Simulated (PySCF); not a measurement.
# Spin-rotation constants: SMILES N#CC1=CC=C[SiH2]1, C₅H₅NSi

Cartesian coordinates in Å; atom numbers follow the order of the lines, from 1:
```xyz
12

N     3.3869    0.6021   -0.6822
C     2.2722    0.4725   -0.4281
C     0.9276    0.2576   -0.1474
C     0.1188    1.1464    0.4688
C    -1.2529    0.7268    0.6675
C    -1.5724   -0.4963    0.2182
Si   -0.0625   -1.3162   -0.5634
H     0.4479    2.1195    0.8052
H    -1.9478    1.3963    1.1547
H    -2.5650   -0.9023    0.3164
H     0.4272   -2.4813    0.1682
H    -0.1790   -1.5258   -2.0039
```

Computed with GIAO KT3/pcSseg-1 magnetisability, rotational g tensor and spin-rotation constants, non-relativistic, gas phase in PySCF 2.14.0. Geometry: GFN2-xTB.

Question: Give the nuclear spin-rotation constants along the inertial axes (H = +C I·J) beside the isotropic shieldings.

Answer: Rotational constants 4.6971, 1.7144, 1.2751 GHz. A star marks the isotopologue with that one atom substituted, in its own axes.
```csv
atom,isotope,Caa (kHz),Cbb (kHz),Ccc (kHz),mean (kHz),σ (ppm)
N1,14N,0.323,0.357,0.270,0.316,-42.6
H8,1H,-0.209,0.117,-0.151,-0.081,24.3
H9,1H,-0.080,0.058,-0.144,-0.055,24.5
H10,1H,0.486,-0.165,-0.157,0.054,25.6
H11,1H,-0.455,-0.073,-0.003,-0.177,27.2
H12,1H,-0.455,-0.073,-0.003,-0.177,27.2
C2,13C*,0.078,0.720,0.553,0.450,71.0
C3,13C*,1.988,0.504,0.156,0.883,79.0
C4,13C*,2.255,0.681,0.215,1.050,32.0
C5,13C*,2.211,0.635,0.208,1.018,40.8
C6,13C*,2.151,0.594,0.161,0.969,58.2
Si7,29Si*,-2.353,-0.988,-0.794,-1.378,404.7
```
For the geometry as given, no vibrational averaging.

Question: How do the rotational constants and the g tensor change when H8, H9, H10, H11, H12 are replaced by deuterium?

Answer: Constants 3.9115, 1.6133, 1.1743 GHz; g -0.0495, -0.0395, -0.0105, against -0.0595, -0.0416, -0.0111 before.
